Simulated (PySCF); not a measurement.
C2H7BO.
SMILES with atom numbers: `[CH3:1][BH:2][O:3][CH3:4]` (hydrogens: H5, H6, H7 on C1; H8 on B2; H9, H10, H11 on C4)

Level of theory: PBE0-D3(BJ)/def2-SVP geometry optimisation, gas phase (PySCF).

Question: What internal coordinates does the optimisation give?

Answer: 
```
                 bond  length (Å)   order
                C1–B2       1.565  single
                B2–O3       1.347  single
                O3–C4       1.403  single
  C1–H5, C1–H6, C1–H7       1.102  single
                B2–H8       1.221  single
C4–H9, C4–H10, C4–H11       1.102  single
```

Bonds in one row agree within 0.01 Å and their mean is given. Orders are formal, as drawn. A selection of angles:
```
    angle  degrees
 B2–C1–H5    110.3
 B2–C1–H7    113.2
 H5–C1–H6    105.5
 H5–C1–H7    109.0
 C1–B2–O3    119.6
 C1–B2–H8    122.1
 O3–B2–H8    118.4
 B2–O3–C4    123.4
 O3–C4–H9    109.4
O3–C4–H11    111.7
H9–C4–H10    108.1
H9–C4–H11    109.1
```

Dihedral angles: C1–B2–O3–C4 -178° (antiperiplanar). The mirror-image conformer, all signs reversed, is as good.

Of the pairs four or more bonds apart, H8···H11 is among the closest relative to their van der Waals radii: 2.30 Å, 96 % of the sum of Bondi's values. The 4 heavy atoms lie in one plane (0.008 Å rms). B2 (three-coordinate boron) is planar (angles 122.1°, 119.6° and 118.4°, sum 360.0°, 0.00 Å off the plane of its three neighbours).

Point group: near Cs, missed by 0.12 Å at most; the miss may be what the optimiser left on a soft mode. No frequency check. The numbers are those of one conformer.
